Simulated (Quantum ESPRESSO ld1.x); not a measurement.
Values are calculated unless marked as measured or tabulated.
Question: The table gives one normalised radial function P(r) = r R(r) of Ta+ in [Xe] 4f13 5d4 6s1 (r in bohr). Code: ld1.x of Quantum ESPRESSO 7.5. Model: scalar-relativistic Kohn-Sham, LDA (Slater exchange, VWN5 correlation), spin-polarised, spherical densities, point nucleus; open shells are filled with parallel spins first (spin-orbit coupling, left out, can overturn this in heavy ions).

r	P
0.00147	0.0289
0.002319	0.0395
0.003659	0.0515
0.005774	0.0620
0.009182	0.0641
0.01449	0.0457
0.02286	-0.0038
0.03606	-0.0733
0.0569	-0.0983
0.08977	0.0044
0.1416	0.1422
0.2235	0.0163
0.3526	-0.2096
0.5563	0.0534
0.8777	0.3347
1.396	-0.1042
2.202	-0.6378
3.475	-0.5422
5.482	-0.1594
8.65	-0.0125

Which n and l does it have? It may be an empty orbital.

Answer: n = 6, l = 0: the number of nodes gives n - l - 1 = 5, the rise at small r (about r^(l+1), flatter next to the nucleus through relativity) gives l, and the extent must fit the shell. The curve is that of 6s up; the table hardly tells the two spins apart. 6s up: eigenvalue -13.035 eV, 5 radial nodes at r = 0.0222, 0.0887, 0.229, 0.527, 1.30 bohr, <r> = 2.92 bohr, 90 % of the charge inside 4.24 bohr.
